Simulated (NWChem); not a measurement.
System: PbHF, singlet; SMILES [PbH][F]

Here is an NWChem input.

```
start job
memory heap 200 mb stack 900 mb global 1100 mb
geometry units angstroms noautoz
  Pb     0.042504     0.194890     0.000000
  H     -1.806491     0.364247     0.000000
  F     -0.030875    -1.854235     0.000000
end
basis spherical
  Pb library def2-svp
  H library def2-svp
  F library def2-svp
end
ecp
  Pb library def2-ecp
end
dft
  xc becke97-2
  iterations 150
  mulliken
end
task dft energy
```

Low-valent species are run as closed-shell singlets; no triplet was tried in these runs. Coordinates come from a PBE0-D3(BJ)/def2-TZVP optimisation. def2 effective core potentials on Pb; no spin-orbit coupling.

Q: What results follow from this input? (B97-2/def2-SVP with def2 effective core potentials on Pb.) Quantities: energy (Ha); highest occupied level (eV); orbital gap (eV); dipole (D).

A: 
```
Item                           Value
---------------------------  -------
energy (Ha)                  -293.41
highest occupied level (eV)    -6.75
orbital gap (eV)                4.03
dipole (D)                      3.59
```
